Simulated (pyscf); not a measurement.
PySCF, gas phase, ωB97X-D3(BJ)/def2-SVP geometries.

Q: How much does it cost (ΔH, 298 K, ωB97M-D3(BJ)/def2-TZVP) to split H₃Si–AsH–SiH₂–GaH₂ at its Ga–Si bond into •H₂Si–AsH–SiH₃ + GaH₂•?

A: Ga–Si to •H₂Si–AsH–SiH₃ + GaH₂•: 69.5 kcal/mol. The 7 functionals that were run give +65.7 (M06-2X) to +77.9 kcal/mol (ωB97X-D3(BJ)). The radicals are drawn with the spin at the cut bond; how far it spreads was not checked. •H₂Si–AsH–SiH₃ lies 9.8 kcal/mol over its isomer H₃Si–SiH₂–AsH•, and others may lie lower still (electronic energy, ωB97M-D3(BJ)). Elements up to Kr have no core potential and no relativistic terms here.
